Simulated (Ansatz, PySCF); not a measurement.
C$_{4}$H$_{6}$Si, charge -1, doublet (typed; the unrestricted solution is spin-contaminated), geometry from GFN2-xTB (a state made from the parent by changing its charge; the spin is typed, not shown lowest) (in this run its highest filled SCF level lies above zero, so its values depend strongly on the basis, on diffuse functions most of all). Base run: CCSD(T)/STO-3G (PySCF).

PySCF was given this input:
```python
from pyscf import gto, scf, cc

mol = gto.Mole()
mol.atom = '''
    C    -1.23510431    0.76204970   -0.41109720
    C     0.04736362    1.26807139   -0.28472306
    Si    1.19340311   -0.07161919    0.24325478
    C    -0.21341171   -1.25810642    0.25087701
    C    -1.37625835   -0.60533511   -0.12118435
    H    -2.08793344    1.37087101   -0.71409621
    H     0.26664660    2.31268264   -0.48503378
    H     1.95641833    0.12605762    1.54710508
    H     2.37636754   -0.38607924   -0.66394090
    H    -0.21116985   -2.31601195    0.49634177
    H    -2.34350829   -1.10492880   -0.18917728
'''
mol.basis = 'sto-3g'
mol.charge = -1
mol.spin = 1
mol.verbose = 4
mol.build()

mf = scf.UHF(mol)
mf.kernel()

mycc = cc.CCSD(mf)
mycc.kernel()
et = mycc.ccsd_t()
print('E(CCSD(T)) = %.10f' % (mycc.e_tot + et))
```

The same geometry, method and basis name were run in Ansatz (an electronic-structure program) and PySCF, at each program's defaults and at the settings that a row names. The base is PySCF at its defaults. Differences at the defaults can come from grids, fitting, cores and function types together.

```json
[
 {"code and settings": "PySCF, defaults (exact integrals, spherical functions, all electrons correlated)", "ΔE vs base (µEh)": "0.0", "basis functions": "35", "E (Eh)": "-438.78638", "SCF cycles": "12"},
 {"code and settings": "Ansatz, defaults (factorised integrals, spherical functions, frozen core)", "ΔE vs base (µEh)": "5032", "basis functions": "35", "E (Eh)": "-438.78134", "SCF cycles": "-"},
 {"code and settings": "PySCF, frozen core", "ΔE vs base (µEh)": "5016", "basis functions": "35", "E (Eh)": "-438.78136", "SCF cycles": "12"},
 {"code and settings": "Ansatz, high accuracy, frozen core", "ΔE vs base (µEh)": "5016", "basis functions": "35", "E (Eh)": "-438.78136", "SCF cycles": "-"}
]
```

Open shells are given as the SCF converged; they aren't shown to be the lowest states, and a large step between rows can be another state.
